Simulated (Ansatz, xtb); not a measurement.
# Relative energy of two isomers of C4H9I

Structure X is `CC[C@H](C)I`, a singlet and structure Y is `CC(C)(C)I`, a singlet. Both are isolated molecules in the gas phase, relaxed with PBE0-D3(BJ)/def2-SVP, each in the lowest conformer that the search found.

Energies in hartree; the thermal terms are from PBE0-D3(BJ)/def2-SVP harmonic frequencies (ideal gas, rigid rotor, one conformer each, 400 K, 1 atm) and include the zero-point energy:

```
                              X           Y
E, CCSD(T)/def2-SVP  −454.043650  −454.047918
    E, MP2/def2-SVP  −453.959961  −453.964989
  E, MP2/def2-TZVPP  −454.645904  −454.650646
  zero-point energy     0.122285     0.121563
       H(400 K) − E     0.134745     0.134139
       G(400 K) − E     0.075878     0.077441
```

Question: Correct the CCSD(T) difference for the basis set by the MP2 change, then work out ΔE, ΔE₀, ΔH and ΔG for X → Y in kJ/mol (1 Eh = 2625.50 kJ/mol) and the equilibrium ratio [Y]/[X].

Answer: 1. Differences Y − X: CCSD(T) −0.004268, MP2 in the small set −0.005028, MP2 in the large set −0.004742 Eh.
2. ΔE = −0.004268 + (−0.004742 − (−0.005028)) = −0.003982 Eh = −10.45 kJ/mol.
3. ΔE₀ = ΔE + ΔZPE = −0.003982 + (−0.000722) Eh = −12.35 kJ/mol.
4. ΔH = ΔE + (−0.000606) Eh = −12.05 kJ/mol.
5. ΔG = ΔE + (+0.001563) Eh = −6.35 kJ/mol, so ΔS = (ΔH − ΔG)/T = −14.2 J/(mol K).
6. kT = 1.2667 mEh, so K = [Y]/[X] = exp(−ΔG/kT) = exp(+1.91) ≈ 6.8.

Structure Y is favoured at this temperature. An error of 4 kJ/mol in ΔG would change K by a factor of 3.3. HF/STO-3G gave ΔE the other sign. Mirror images and further conformers aren't counted.

As drawn, both hold the same kinds of bond in the same numbers. Structure X has 2 methyl groups, Y 3.

Other levels gave ΔE = −9.3 (GFN2-xTB); +3.2 (HF/STO-3G, GFN2-xTB geometries); −9.8 (r2SCAN-D4/def2-SVP, GFN2-xTB geometries); −6.1 (PBE0-D3(BJ)/def2-SVP); −3.8 (HF/def2-SVP); −13.2 (MP2/def2-SVP); −11.2 (CCSD(T)/def2-SVP) kJ/mol. The correlated steps freeze 8 core orbitals; the filled d shell of I is correlated, in a basis made for valence electrons. Atoms past krypton carry core potentials in the def2 sets, without spin–orbit terms. Programs: Ansatz 0.2.0, xtb 6.7.1.
